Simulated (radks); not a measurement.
Sn I, configuration [Kr] 4d10 5s2 5p2.

Method: scalar-relativistic Kohn-Sham, LDA (Slater exchange, VWN5 correlation), spin-polarised, spherical densities, finite nucleus; open shells are filled with parallel spins first (spin-orbit coupling, left out, can overturn this in heavy ions); Fermi nuclear charge, rms radius 4.6519 fm; hard spherical wall at 10 bohr; computed with a radial shooting solver on a logarithmic mesh with Libxc functionals.

Energy parts (Ry):
total: -12343.49117
kinetic: 12883.40479
electron-nucleus: -29859.27940
Hartree: 4951.23666
exchange-correlation: -318.85321

Orbitals (lengths in bohr, moments of r in powers of bohr; r(max) is where P^2 peaks):
orbital  occ.  eigenvalue (Ry)     <r^2>      <r^4>   <1/r>   r(max)
1s up       1        -2129.853  0.001145  3.417e-06   53.03  0.01880
1s down     1        -2129.850  0.001145  3.417e-06   53.03  0.01880
2s up       1        -321.5916   0.01861  0.0005943   12.10   0.1062
2s down     1        -321.5906   0.01861  0.0005943   12.10   0.1062
2p up       3        -288.8834   0.01468  0.0004268   11.64  0.08496
2p down     3        -288.8816   0.01468  0.0004268   11.64  0.08496
3s up       1        -62.00920    0.1321    0.02664   4.294   0.3079
3s down     1        -62.00705    0.1321    0.02664   4.294   0.3079
3p up       3        -51.31767    0.1327    0.02815   4.091   0.3012
3p down     3        -51.31532    0.1327    0.02815   4.091   0.3012
3d up       5        -34.80295    0.1177    0.02558   3.863   0.2508
3d down     5        -34.80083    0.1177    0.02558   3.863   0.2508
4s up       1         -9.81207    0.7586     0.8598   1.700   0.7449
4s down     1         -9.80751    0.7582     0.8583   1.700   0.7449
4p up       3         -6.57229    0.8984      1.259   1.542   0.7876
4p down     3         -6.56687    0.8970      1.253   1.542   0.7876
4d up       5         -1.89737     1.454      3.983   1.215   0.8870
4d down     5         -1.88418     1.435      3.835   1.220   0.8864
4f up       0          0.33604     41.51       2048  0.1708    6.507
4f down     0          0.35986     43.21       2186  0.1658    6.672
5s up       1         -0.81786     6.525      68.42  0.5399    2.013
5s down     1         -0.74299     6.477      68.47  0.5453    1.992
5p up       2         -0.30910     11.58      224.2  0.4031    2.545
5p down     0         -0.23152     12.30      259.8  0.3965    2.534
5d up       0          0.11812     31.12       1280  0.2190    5.153
5d down     0          0.15781     33.83       1471  0.2054    5.605
6s up       0          0.02135     34.99       1546  0.2216    5.693
6s down     0          0.05042     36.41       1654  0.2144    5.869

The highest occupied level is 5p up at -4.205 eV. The electron density at the nucleus is 1.958e+05 e/bohr^3 (large components only). The density falls to 0.001 e/bohr^3 at r = 4.71 bohr. Spin moment in Bohr magnetons: 2. The spin density at the nucleus is -1.404 e/bohr^3 (1s -0.109, 2s 0.033, 3s -0.003, 4s -0.022, 5s -1.304). The pressure on the wall is 0.0135 GPa.
